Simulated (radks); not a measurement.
The numbers below are computed, except where a source is named.
How relativity changes the ionisation of the erbium ion Er51+ ([Ne] 3s2 3p5) to Er52+ ([Ne] 3s2 3p4). Spin-unpolarised spherical Kohn-Sham, PBE, point nucleus unless stated (finite: rms radius 5.2516 fm), a radial shooting solver on a logarithmic mesh with Libxc functionals. A level marked "c x" has the speed of light scaled by that factor and shares open shells by 2j + 1; other Dirac levels either fill j = l - 1/2 first or share by 2j + 1.

level	E(Er51+) (hartree)	E(Er52+) (hartree)	IE (eV)	HOMO	<r> HOMO (bohr)
non-rel.	-9968.2009	-9795.5190	4698.9	3p	0.2110
scalar-rel.	-10532.9352	-10355.4536	4829.5	3p	0.2042
scalar-rel., finite nucleus	-10531.6004	-10354.1178	4829.5	3p	0.2042
Dirac, 2j+1 shares	-10545.5931	-10367.7228	4840.1	3p3/2	0.2070
Dirac, low j first	-10548.5122	-10373.6341	4758.7	3p3/2	0.2070
Dirac, 2j+1 shares, finite nucleus	-10544.2490	-10366.3781	4840.1	3p3/2	0.2070
Dirac, c x 0.85	-10815.2006	-10635.0548	4902.0	3p3/2	0.2054
Dirac, c x 1.5	-10206.2399	-10031.3641	4758.6	3p3/2	0.2092
Dirac, c x 2	-10098.8902	-9924.9939	4732.0	3p3/2	0.2100

NIST Atomic Spectra Database: 4748 eV (theoretical). The relativistic part of the total energy of Er51+ is -576 hartree (Dirac, 2j+1 shares, finite nucleus), 5.8 % of the non-relativistic value. Spin polarisation and multiplet splitting of open shells are left out at every level.

Beside tabulated values, note that relativity, absent from the non-relativistic runs, is large for the heavy elements, and spin-unpolarised runs miss the spin-polarisation part of the exchange energy of open shells.
